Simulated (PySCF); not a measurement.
Bi (bismuth, neutral) across methods

[Xe] 4f14 5d10 6s1 6p4, high-spin 4P determinant (an excited configuration). All numbers are calculated (PySCF 2.14, scalar relativity by spin-free X2C-1e, in aug-cc-pVTZ-DK3 (9s8p6d3f, 84 functions)).

```
   method   E (hartree)  mean ε 6s α (eV)  mean ε 6p α (eV)  mean ε 6p β (eV)  Σ⟨r²⟩ (bohr²)   ⟨S²⟩
      UHF  -21526.76552           -23.051            -9.829            -5.598          79.30  3.802
   M06-2X     -21535.23           -20.677            -8.346            -5.095          77.12  3.791
      LDA     -21520.04           -16.264            -6.015            -4.515          77.34  3.755
     PBE0     -21532.76           -17.968            -7.003            -4.930          77.35  3.761
BHandHLYP     -21532.71           -19.614            -7.807            -5.500          77.69  3.763
   r2SCAN     -21532.98           -16.950            -6.353            -4.331          77.26  3.769
      PBE     -21533.07           -16.063            -5.914            -4.331          77.60  3.757
```

Spin-orbit coupling is strong in this species (close to jj coupling), so the high-spin LS determinant is a model state, not a physical level.
